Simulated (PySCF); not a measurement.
**NMR data sheet: C4H7N3Si**

```yaml
Formula: C4H7N3Si
SMILES: Cc1nnncc1[SiH3]
Point_group_of_the_computed_structure: Cs
Degrees_of_unsaturation: 4
Carbon_signals: 4
Proton_signals: 3
```

Numbering as in the mapped SMILES `[CH3:1][c:2]1[n:3][n:4][n:5][cH:6][c:7]1[SiH3:8]`; H(Xn) means a hydrogen on atom n.

[PySCF 2.14.0 with density-fitted response routines: shielding tensors at PBE0/pcSseg-1 (GIAO); GFN2-xTB structure; rapidly exchanging positions averaged; a single conformation; no relativistic terms; isolated molecule]

Referencing at the same level of theory: ¹H (σref 31.72), ¹³C (σref 186.93), ²⁹Si (σref 349.16) vs TMS; ¹⁵N (σref 267.73) against NH3.

| carbon | δC, type | δH (multiplicity) | HMBC from (2–3 bonds) | span of the C tensor (ppm) |
| --- | --- | --- | --- | --- |
| C1 | 25.6, CH3 | 2.92 (s) | – | 45 |
| C2 | 166.7, C | – | H(C6), H(Si8), H(C1) | 268 |
| C6 | 158.3, CH | 9.14 (s) | H(Si8) | 251 |
| C7 | 124.9, C | – | H(C6), H(Si8), H(C1) | 236 |

Other nuclei:
```tsv
atoms	nucleus	environment	δ (ppm)	σ (ppm)
H(Si8)	¹H	hydrogen on a silicon bonded to C	4.46	27.26
Si8	²⁹Si	silicon bonded to C, 3 H	-76.4	425.6
N4	¹⁵N	pyridine-type ring nitrogen	539.9	-272.1
N5	¹⁵N	pyridine-type ring nitrogen	429.2	-161.5
N3	¹⁵N	pyridine-type ring nitrogen	428.9	-161.2
```

1. Carbon types of the structure: 2 × C, 1 × CH, 1 × CH3, leaving 3 H on heteroatoms.
2. δC 166.7: substituted aromatic carbon next to a ring nitrogen.
3. δC 158.3: aromatic CH next to a ring nitrogen; the adjacent pyridine-type nitrogen withdraws density from it.
4. δC 124.9: substituted aromatic carbon.
5. δH 9.14: hydrogen on an aromatic CH next to a ring nitrogen; ring current plus the neighbouring ring nitrogen.
6. δH 2.92: hydrogen on a methyl carbon on an aromatic ring; benzylic-type position, deshielded by the ring.

Shifts are as computed. Against solution values, carbons near 30 ppm lie about +3 ppm off and those near 130 ppm about +5 ppm. Of 1211 compounds with measured shifts, 218 miss one by over three times the rms of a fit or turn the order of signals round; such compounds aren't used in these exercises. Experimental scales use liquid or dissolved standards, which lie at an offset from isolated NH3 (liquid NH3: subtract about 20 ppm). Unscaled 15N shifts of sp2 nitrogen come out 20 to 40 ppm too high even then. No couplings were computed; multiplicities are counted from neighbouring protons, with m where these are inequivalent, close in shift, in a saturated or five-membered ring or joined by F or P, and br s for small geminal =CH2 splittings.
